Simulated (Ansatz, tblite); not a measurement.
Forces on (FSi)4O6 adamantane (Si4O6F4) at its PBE-D4/def2-SVP geometry. Total charge 0; singlet.

The xTB rows come from tblite.

GFN1-xTB (tblite), largest force 0.94 eV/Å:

```xyz
14
positions Å, forces eV/Å
Si    1.037   -1.148   -0.758    0.493   -0.545   -0.360
F     2.000   -2.212   -1.461   -0.565    0.625    0.413
O    -0.286   -1.882   -0.041    0.065    0.430    0.009
Si   -1.336   -0.819    0.716   -0.635   -0.389    0.340
F    -2.576   -1.578    1.380    0.728    0.446   -0.390
O    -0.442    0.027    1.852    0.101   -0.006   -0.423
Si    0.874    0.847    1.219    0.416    0.403    0.579
F     1.685    1.633    2.350   -0.476   -0.461   -0.664
O     1.829   -0.288    0.441   -0.418    0.066   -0.101
O     0.286    1.882    0.041   -0.065   -0.430   -0.009
Si   -0.575    1.119   -1.177   -0.273    0.532   -0.559
F    -1.109    2.157   -2.268    0.313   -0.610    0.641
O     0.442   -0.027   -1.852   -0.101    0.006    0.423
O    -1.829    0.288   -0.441    0.418   -0.066    0.101
```

GFN2-xTB (tblite), largest force 1.63 eV/Å:

```
Si -0.393 0.435 0.287
F -0.688 0.761 0.503
O 0.245 1.610 0.035
Si 0.506 0.310 -0.271
F 0.887 0.543 -0.475
O 0.378 -0.023 -1.584
Si -0.331 -0.321 -0.462
F -0.580 -0.562 -0.809
O -1.566 0.246 -0.377
O -0.245 -1.610 -0.035
Si 0.218 -0.424 0.446
F 0.382 -0.742 0.781
O -0.378 0.023 1.584
O 1.565 -0.246 0.377
```

r2SCAN-D4/def2-TZVP (Ansatz), largest force 1.52 eV/Å:

```
Si 0.135 -0.150 -0.099
F -0.914 1.011 0.668
O 0.165 1.087 0.023
Si -0.174 -0.106 0.093
F 1.177 0.721 -0.630
O 0.255 -0.016 -1.070
Si 0.114 0.110 0.159
F -0.770 -0.746 -1.073
O -1.057 0.166 -0.255
O -0.165 -1.087 -0.023
Si -0.075 0.146 -0.153
F 0.507 -0.986 1.036
O -0.255 0.016 1.070
O 1.057 -0.166 0.255
```
